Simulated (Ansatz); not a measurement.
Basis sets compared for trans-NiH2(NH3)2 (NiN₂H₈). Charge 0, multiplicity 1. Geometry B3LYP-D4/def2-SVP. Ansatz on 2 threads of Intel Xeon 6975P-C on a shared host; times are rough, and most runs start from earlier orbitals.

Cartesian coordinates in Å:
```
Ni 0.002 0.001 -0.002
H 0.394 1.257 0.841
N -1.511 0.981 -0.667
H -2.072 0.471 -1.349
H -1.198 1.856 -1.093
H -2.116 1.246 0.114
H -0.395 -1.257 -0.841
N 1.513 -0.980 0.664
H 2.082 -1.312 -0.118
H 1.190 -1.816 1.155
H 2.111 -0.447 1.296
```

Binding counts from free atoms (Ni triplet, H doublet, N quartet) in the same basis, without a counterpoise term.

```csv
level,functions,energy (Eh),HOMO (eV),LUMO (eV),binding per atom (eV),wall time
PBE-D4/def2-SVP,99,-1621.9617,-2.50,-0.80,3.09,0.95 s
PBE-D4/def2-TZVP,155,-1622.3394,-3.24,-1.25,3.07,1.4 s
r2SCAN-D4/def2-TZVP (with forces),155,-1622.6307,-3.33,-0.93,3.00,2.7 s
PBE0-D4/def2-SVP,99,-1621.9609,-4.56,0.43,2.95,1.6 s
PBE0-D4/def2-TZVP,155,-1622.3220,-5.19,-0.03,2.94,2.1 s
```

(1) Estimate the rows for PBE-D4/def2-TZVPD, r2SCAN-D4/def2-TZVPD, PBE0-D4/def2-TZVPD.

Answers

(1) 
```csv
level,functions,energy (Eh),HOMO (eV),LUMO (eV),binding per atom (eV),wall time
PBE-D4/def2-TZVPD,194,-1622.3433,-3.36,-1.46,3.08,1.9 s
r2SCAN-D4/def2-TZVPD,194,-1622.6336,-3.42,-1.10,3.01,3.2 s
PBE0-D4/def2-TZVPD,194,-1622.3251,-5.28,-0.35,2.94,3 s
```
